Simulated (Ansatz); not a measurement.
Ansatz (an electronic-structure program) input:

Ansatz 0.2 input:
```yaml
crystal:
  periodic: [false, false, false]
  atoms:
    - {symbol: Si, position_ang: [-0.94874963, 0.07418637, 0.19500858]}
    - {symbol: Si, position_ang: [1.19974854, -0.09381294, -0.24659957]}
    - {symbol: H, position_ang: [-1.72299294, 1.33343391, 0.07154179]}
    - {symbol: H, position_ang: [-1.79099173, -1.05866198, 0.65073216]}
basis:
  gaussian:
    orbitals: def2-TZVPD
hamiltonian:
  xc: {name: PBE-QIDH}
magnetization: {spin_polarized: false}
correlation: {electrons: outside_noble_gas}
```

Which total energy does the run end on?

-579.65912 Eh (PBE-QIDH/def2-TZVPD). The basis has 104 functions.
